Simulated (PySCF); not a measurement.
## Working out the ionisation energy of Sb

Sb [Kr] 4d10 5s2 5p3 (4S) → Sb⁺ [Kr] 4d10 5s2 5p2 (3P). All numbers are calculated (PySCF 2.14, scalar relativity by spin-free X2C-1e, in ANO-RCC-VTZP (7s6p4d2f1g, 68 functions)). Frozen: [Ar] 3d10. Energies in hartree (1 hartree = 27.21139 eV):

| part | Sb (lower) | Sb⁺ (upper) |
| --- | --- | --- |
| UHF | -6477.744544 | -6477.429021 |
| MP2 opposite-spin | -0.429678 | -0.421343 |
| MP2 same-spin | -0.244516 | -0.233093 |

Question: What does Hartree-Fock give?

Answer: (-6477.429021) − (-6477.744544) = 0.315523 hartree = 8.586 eV.

Question: What do MP2 and SCS-MP2 (6/5 opposite-spin, 1/3 same-spin) give?

Answer: The opposite-spin parts differ by 0.227 eV and the same-spin parts by 0.311 eV. MP2: 8.586 + (0.227) + (0.311) = 9.124 eV. SCS-MP2: 8.586 + 1.2 × (0.227) + (0.311)/3 = 8.962 eV.

Measured between the centres of the two terms (NIST): 9.124 eV, so MP2 (valence and next inner shell) is off by 0.000 eV.

What remains against the reference includes basis incompleteness, the frozen core and correlation beyond second order.
